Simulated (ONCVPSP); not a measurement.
## tantalum, ONCV: configuration errors across variants

| Quantity | Value |
| --- | --- |
| Element | tantalum |
| Generator | ONCVPSP 4.0.1 |
| Type | optimised norm-conserving Vanderbilt (ONCV) |
| Functional | PBE |
| Relativity | scalar-relativistic |
| Frozen core | [Xe] 4f14 |
| Valence charge | 5 |
| Reference configuration | 5d3 6s2 |
| Partial waves | 6s: rc 2.90 bohr, ncon 4, nbas 8, qcut 2.4 1/bohr, 2 projectors, debl 1.8 Ha; p scattering state at 0.23 Ha: rc 2.65 bohr, ncon 4, nbas 7, qcut 2.6 1/bohr, 1 projector; 5d: rc 2.30 bohr, ncon 3, nbas 7, qcut 8 1/bohr, 3 projectors, debl 3.9 Ha |
| Local potential | polynomial inside 1.65 bohr (lpopt 3, dvloc0 4 Ha) |
| Core correction | Teter function, fcfact 4, rcfact 1.6 |

In the p channel the program set the typed energies aside and used 0.050 Ha.

All-electron excitation energies from the reference (eV): (1) 5d3 6s1 8.468; (2) 5d3 6s0 23.440; (3) 5d2 6s0 47.043; (4) 5d3 6s0 6p2 8.595.

1 further variants failed, have other tests or too few solved ones, and are left out.

Errors AE − PS in meV (a dash: test not solved or not reliable):

```tsv
change	(1)	(2)	(3)	(4)	bound ghosts	GHOST(+) flags above zero
base	-66	-340	-710	-76	none	s
s: rc 2.3	-66	-340	-702	-74	none	s
core correction Teter function, fcfact 4, rcfact 1.46	-32	-173	-411	-44	none	s
s: qcut 2	-65	-337	-743	-79	none	s
```

**Question.** Give the same row for: s: nproj 1.

**Answer.** -64, -340, -710, -76; bound ghosts: none; GHOST(+) flags above zero: s.
